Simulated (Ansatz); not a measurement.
Input for Ansatz (a quantum-chemistry and plane-wave program): R-PBE0/def2-TZVPP on BGeH5O (SMILES O[BH][GeH3]), a point of a torsion scan.

Ansatz 0.2 input:
```yaml
crystal:
  periodic: [false, false, false]
  atoms:
    - {symbol: O, position_ang: [1.62245252, 0.80730842, 0.41770474]}
    - {symbol: B, position_ang: [0.83330321, -0.21367423, 0.12808320]}
    - {symbol: Ge, position_ang: [1.52686321, -2.09149286, -0.23981409]}
    - {symbol: H, position_ang: [2.51548839, 0.81950696, 0.06737649]}
    - {symbol: H, position_ang: [-0.30226355, -0.03711191, 0.37416371]}
    - {symbol: H, position_ang: [1.34920485, -2.99570644, 0.94047506]}
    - {symbol: H, position_ang: [3.00640073, -2.19999128, -0.50425408]}
    - {symbol: H, position_ang: [0.93367246, -2.90978524, -1.34506497]}
basis:
  gaussian:
    orbitals: def2-TZVPP
hamiltonian:
  xc: {name: PBE0}
scf: {lower_state_search: off}
```

The log:

```
WARN ansatz: RAYON_NUM_THREADS=1 ignored (pool sized by the plan → 1); use --threads N
Functional definition: PBE0
these checks for a lower state are left out or cut short: stability, starts, cluster_reference, orbital_swaps, neighbouring_geometries, increment
integrals: 0.08 GiB planned
1016 factors; their error is unknown
mean field: 0.77 GiB planned
mean field evaluation 1: about -59310.1082 eV, gradient 4.9e1 eV
mean field evaluation 2: about -59303.9506 eV, gradient 7.7e1 eV
mean field evaluation 4: about -59313.9485 eV, gradient 2.3e0 eV
mean field evaluation 8: about -59313.9591 eV, gradient 3.4e-2 eV
mean field evaluation 16: about -59314.2337 eV, gradient 7.1e-6 eV
mean field -59314.23371185 eV, -2179.7578842789 hartree, gradient 7.1e-6 eV, S^2 0.000000; 0 other end points of the search recorded, 0 dependent functions left out
reference -59314.23374177 eV, -2179.7578853786 hartree; 25, 25 occupied and 155, 155 virtual orbitals, 1016 factors
Total energy: -59314.23374177 eV, -2179.7578853786 hartree
Checks for a lower state left out: stability, starts, cluster_reference, orbital_swaps, neighbouring_geometries, increment
```

Self-consistency was reached.

Cost: around 2.4 core-seconds (rough).
